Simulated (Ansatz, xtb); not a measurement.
## Ligand exchange: GeH3(CH3) + BH(CH3)(SH) → GeH3(SH) + BH(CH3)2

Species: GeH3(CH3), singlet; BH(CH3)(SH), singlet; GeH3(SH), singlet; BH(CH3)2, singlet. The partners trade CH3 for SH: Ge–CH3 and B–SH bonds give way to Ge–SH and B–CH3.

Shapes, held fixed at every level: PBE0-D4/def2-TZVP. Flexible molecules stand in one conformer, not always the lowest. Programs: Ansatz 0.2.0, xtb 6.7.1, xtb 6.7.1 later snapshot. The zero-point and thermal change to 298 K, harmonic and unscaled (PBE0-D4/def2-TZVP), is -2.7 kJ/mol.

```json
{"level": "GFN0-xTB", "kind": "semi-empirical", "ΔH(298 K) (kJ/mol)": "-96.3", "less CCSD(T)/def2-TZVPP": "-133.3", "CPU time (sum over the molecules)": "0.08 s"}
{"level": "HF/def2-SVP", "kind": "Hartree–Fock", "ΔH(298 K) (kJ/mol)": "+24.9", "less CCSD(T)/def2-TZVPP": "-12.1", "CPU time (sum over the molecules)": "–"}
{"level": "PBE-D4/def2-TZVPP", "kind": "GGA", "ΔH(298 K) (kJ/mol)": "+34.8", "less CCSD(T)/def2-TZVPP": "-2.2", "CPU time (sum over the molecules)": "17 s"}
{"level": "PBE0-D4/def2-TZVPP", "kind": "global hybrid", "ΔH(298 K) (kJ/mol)": "+31.9", "less CCSD(T)/def2-TZVPP": "-5.1", "CPU time (sum over the molecules)": "19 s"}
{"level": "r2SCAN0-D4/def2-TZVPP", "kind": "global hybrid", "ΔH(298 K) (kJ/mol)": "+31.1", "less CCSD(T)/def2-TZVPP": "-5.9", "CPU time (sum over the molecules)": "32 s"}
{"level": "wB97M-V/def2-TZVPP", "kind": "range-separated hybrid", "ΔH(298 K) (kJ/mol)": "+30.3", "less CCSD(T)/def2-TZVPP": "-6.7", "CPU time (sum over the molecules)": "66 s"}
{"level": "CCSD(T)/def2-SVP", "kind": "coupled cluster or CI", "ΔH(298 K) (kJ/mol)": "+44.1", "less CCSD(T)/def2-TZVPP": "+7.1", "CPU time (sum over the molecules)": "15 s"}
{"level": "CCSD/def2-SVP", "kind": "coupled cluster or CI", "ΔH(298 K) (kJ/mol)": "+41.0", "less CCSD(T)/def2-TZVPP": "+4.0", "CPU time (sum over the molecules)": "–"}
{"level": "CCSD(T)/def2-TZVPP", "kind": "coupled cluster or CI", "ΔH(298 K) (kJ/mol)": "+37.0", "less CCSD(T)/def2-TZVPP": "0.0", "CPU time (sum over the molecules)": "3.6 min"}
```

The highest level, CCSD(T)/def2-TZVPP, gives ΔH(298 K) = +37.0 kJ/mol; the levels span -96.3 to +44.1. They disagree on the sign: 8 of 9 are positive. GFN0-xTB strays far from the other rows. The column of differences is taken from that level and isn't an error. No measured value is set beside it here. Relativity is left out for Ge. Outer-core shells of Ge are correlated, in sets that cover them unevenly. Times are processor times on shared x86 and Arm servers, and rough.
